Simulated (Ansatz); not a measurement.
Reaction (formal exchange of groups at a B–C bond): `COB(C)O` + `COC(C)OC` → `COB(O)OC` + `COC(C)C`

Computed with Ansatz on PBE0-D4/def2-TZVP structures; ΔE is electronic, products minus reactants. CCSD(T)/CBS is the MP2 limit (def2-TZVPP, def2-QZVPP) plus CCSD(T) − MP2 in def2-TZVPP, frozen cores. DFT in def2-TZVPP. One conformer a species, not always the lowest.

CCSD(T)/CBS gives -29.1 kcal/mol.

Another level gave -26.1 kcal/mol. Which?
A. BHLYP/def2-TZVPP
B. PBE-QIDH/def2-TZVPP
C. r2SCAN-D4/def2-TZVPP
D. PBE/def2-TZVPP

D. PBE -26.1, PBE-QIDH -28.9, BHLYP -29.9, r2SCAN-D4 -27.5 kcal/mol.

Largest T1 diagnostic among the species: 0.012.

At CCSD(T), def2-SVP lies −0.9 kcal/mol from the extrapolated value and def2-TZVPP +0.5 kcal/mol. From BLYP to BHLYP (50 % exact exchange), in def2-TZVPP and without D4, ΔE moves by −2.6 kcal/mol.
